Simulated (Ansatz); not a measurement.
H3Cl2GaN (SMILES [NH3]->[Ga]([Cl])[Cl]), doublet, at a GFN2-xTB geometry (such geometries of metal compounds can be far from the true shape) (the spin is typed, not shown lowest); HF/6-31G* (Ansatz, a quantum-chemistry and plane-wave program).

The Ansatz input:
Ansatz 0.2 input:
```yaml
crystal:
  periodic: [false, false, false]
  atoms:
    - {symbol: Ga, position_ang: [0.40133393, 0.08252162, 0.44820590]}
    - {symbol: Cl, position_ang: [0.96639567, 0.92336376, -1.49031997]}
    - {symbol: Cl, position_ang: [-1.70338856, 0.24302240, 1.02115994]}
    - {symbol: N, position_ang: [0.03683895, -2.14923634, -0.53827782]}
    - {symbol: H, position_ang: [-0.62603601, -1.94214011, -1.28191761]}
    - {symbol: H, position_ang: [-0.39833007, -2.81816310, 0.09067194]}
    - {symbol: H, position_ang: [0.85402049, -2.58177721, -0.95947187]}
basis:
  gaussian:
    orbitals: 6-31G*
hamiltonian:
  xc: hf
magnetization: {spin_polarized: true, initial_magnetization: 1}
```

Output, abridged:

```
Functional definition: HF
872 factors; integrals over basis functions are off by at most 4.5e-4 eV
mean field evaluation 1: about -78862.9644 eV, gradient 1.9e1 eV
mean field evaluation 2: about -78862.9690 eV, gradient 1.9e1 eV
mean field evaluation 4: about -78865.2879 eV, gradient 2.5e0 eV
mean field evaluation 8: about -78865.3807 eV, gradient 2.0e-1 eV
mean field -78865.38160399 eV, -2898.2493170709 hartree, gradient 1.6e-5 eV, S^2 0.754645; 0 other end points of the search recorded, 0 dependent functions left out
reference -78865.38160399 eV, -2898.2493170709 hartree; 38, 37 occupied and 56, 57 virtual orbitals, 872 factors
Total energy: -78865.38160399 eV, -2898.2493170709 hartree
```
